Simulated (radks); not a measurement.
The numbers below are computed, except where a source is named.
Question: Kr9+, configuration [Ar] 3d8 4s1 (not the ground configuration). Code: a radial shooting solver on a logarithmic mesh with Libxc functionals. Model: scalar-relativistic Kohn-Sham, r2SCAN, spin-polarised, spherical densities, finite nucleus; open shells are filled with parallel spins first; meta-GGA in the generalised Kohn-Sham scheme; Fermi nuclear charge, rms radius 4.1884 fm. Some entries of the table are withheld. Estimate them.

| orbital | occ. | eigenvalue (eV) | r(max) (bohr) | <1/r> (bohr^-1) |
|---|---|---|---|---|
| 1s up | 1 | -14398.20 | 0.02708 | 36.76 |
| 1s down | 1 | -14397.99 | 0.02708 | 36.76 |
| 2s up | 1 | -2083.413 | 0.1541 | 8.182 |
| 2s down | 1 | -2079.896 | 0.1540 | 8.191 |
| 2p up | 3 | -1863.495 | 0.1235 | 7.985 |
| 2p down | 3 | -1860.830 | 0.1234 | 7.993 |
| 3s up | 1 | -460.0333 | 0.4608 | 2.779 |
| 3s down | 1 | -455.1285 | 0.4616 | 2.766 |
| 3p up | 3 | -388.6556 | 0.4556 | 2.636 |
| 3p down | 3 | -383.5893 | 0.4566 | 2.624 |
| 3d up | 5 | -272.0525 | (1) | 2.408 |
| 3d down | 3 | -266.3463 | (2) | 2.400 |
| 4s up | 1 | -164.1816 | 1.149 | 1.120 |
| 4s down | 0 | -157.2526 | 1.152 | 1.116 |

Answer: 
(1) 3d up r(max) (bohr): 0.3986
(2) 3d down r(max) (bohr): 0.4004
